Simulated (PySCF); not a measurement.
# Bond curve of ErP

Set-up: basis Er x2c-SVPall, P x2c-SVPall; spin-free X2C with a Gaussian nucleus; PySCF 2.14. Energies in eV from Er (4f12 6s2) + P in their ground configurations at the same level. State: quartet, about 11.6 electrons in the 4f shell (Mulliken), real f orbitals that mix terms.

```csv
R (Å),TPSS
2.020,-0.876
2.114,-1.577
2.208,-1.981
2.279,-2.138
2.349,-2.200
2.420,-2.190
2.513,-2.092
2.631,-1.879
2.772,-1.548
2.960,-1.064
```

Problem. Put a parabola through the three lowest points of the TPSS curve and estimate Re, k and ωe (reduced mass 26.1 u; 1 eV/Å² = 0.16022 mdyn/Å; ωe = 1302.8·√(k/μ) cm⁻¹).

Solution. Through R = 2.279, 2.349, 2.42 Å the second-order coefficient is 7.28 eV/Å², so Re ≈ 2.375 Å, k ≈ 2.33 mdyn/Å and ωe ≈ 389 cm⁻¹. A polynomial fit of higher order to the unrounded TPSS energies gives Re = 2.372 Å, k = 2.15 mdyn/Å, ωe = 374 cm⁻¹; anharmonicity and rounding make the difference.

The higher-order fit for each curve: TPSS: Re = 2.372 Å, ωe = 374 cm⁻¹, De = 2.20 eV.

⟨S²⟩ of the unrestricted solution departs from its pure value on part of the curve, where spin states mix. Spin–orbit coupling is left out, which matters for elements this heavy, above all for dissociation energies. The state is the lowest single determinant that the PBE0 search found; with open d or f shells the true ground state can be another one.
